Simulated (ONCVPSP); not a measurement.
Reading a pseudo-wave (arsenic (As))

Columns: radius, all-electron u(r) and pseudo u(r) of the 3p shell (level -143.22 eV) of arsenic in the configuration [Ne] 3s2 3p6 3d10 4s2 4p2; LDA (Perdew-Wang 92), scalar-relativistic, ONCV scheme, ONCVPSP 4.0.1.

```
r (bohr)  all-electron  pseudo
   0.060       -0.5405  0.0494
   0.120       -0.7198  0.1892
   0.180       -0.3737  0.3962
   0.240        0.1607  0.6381
   0.300        0.6575  0.8792
   0.360        1.0263  1.0882
   0.420        1.2528  1.2424
   0.480        1.3575  1.3304
   0.540        1.3720  1.3533
   0.600        1.3253  1.3204
   0.660        1.2404  1.2451
   0.720        1.1351  1.1434
   0.780        1.0213  1.0289
   0.840        0.9071  0.9122
   0.900        0.7975  0.8001
   0.960        0.6954  0.6964
   1.020        0.6025  0.6026
   1.080        0.5191  0.5190
   1.140        0.4452  0.4451
   1.200        0.3804  0.3803
   1.260        0.3240  0.3239
   1.320        0.2752  0.2751
   1.380        0.2331  0.2330
   1.440        0.1971  0.1971
   1.500        0.1663  0.1663
   1.560        0.1402  0.1401
```

Task: How many radial nodes do the two functions have?

Result: The all-electron 3p function has n − l − 1 = 1; the pseudo-wave has 0, since the states of the same l below it are removed with the core.

Task: At about which radius was the pseudo-wave matched?

Result: 1.20 bohr. The columns agree to 0.0005 from 1.02 bohr on; several derivatives are matched, so the curves merge somewhat inside the radius.

Task: Is the pseudo-wave norm-conserving?

Result: Yes: the ONCV scheme keeps the norm inside the radius equal to the all-electron one, which fixes the energy derivative of the logarithmic derivative at the level.
